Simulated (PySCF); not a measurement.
Ionisation energy of Pd by level of theory

Pd [Kr] 4d10 (1S) → Pd⁺ [Kr] 4d9 (2D), as a difference of total energies. All numbers are calculated (PySCF 2.14, the spin-free X2C one-electron Hamiltonian (Gaussian nucleus), in x2c-TZVPall (8s6p6d1f, 63 functions)). Correlated levels: valence: [Kr] frozen. The calculations carry no spin-orbit coupling.

```csv
method,ionisation energy (eV),error (eV)
UHF,6.316,-2.196
TPSS,8.603,+0.091
LDA,9.329,+0.817
MP2 (valence),8.119,-0.393
SCS-MP2 (valence),7.922,-0.590
```

Reference: 8.512 eV (measured; NIST levels, between the centres of gravity of the two terms).

Errors of the correlated levels include the incompleteness of this basis and the frozen core.
